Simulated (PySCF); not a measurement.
Pd⁺: ionisation energy

Pd⁺ [Kr] 4d9 (2D) → Pd²⁺ [Kr] 4d8 (3F), as a difference of total energies. All numbers are calculated (PySCF 2.14, scalar relativity through the core potential, in aug-cc-pVDZ-PP with ECP28MDF). Correlated levels: valence: 4s2 4p6 frozen. The calculations carry no spin-orbit coupling.

```json
{"method": "UHF", "ionisation energy (eV)": "17.375"}
{"method": "LDA", "ionisation energy (eV)": "20.124"}
{"method": "PBE", "ionisation energy (eV)": "19.653"}
{"method": "PBE0", "ionisation energy (eV)": "19.378"}
{"method": "r2SCAN", "ionisation energy (eV)": "19.183"}
{"method": "HSE06", "ionisation energy (eV)": "19.385"}
{"method": "TPSSh", "ionisation energy (eV)": "19.164"}
{"method": "B3LYP", "ionisation energy (eV)": "19.569"}
{"method": "PBEsol", "ionisation energy (eV)": "19.708"}
{"method": "MP2 (valence)", "ionisation energy (eV)": "19.165"}
{"method": "SCS-MP2 (valence)", "ionisation energy (eV)": "19.034"}
```

**Question.** How much does correlation contribute at MP2 (valence)?

**Answer.** 19.165 − (17.375) = 1.790 eV, measured against UHF.

The reference lies between the lowest fine-structure levels, while these numbers refer to the centres of the terms.

Errors of the correlated levels include the incompleteness of this basis and the frozen core.

For comparison: 19.43 ± 0.12 eV (semi-empirical (NIST evaluation); NIST Atomic Spectra Database, ionization energies).
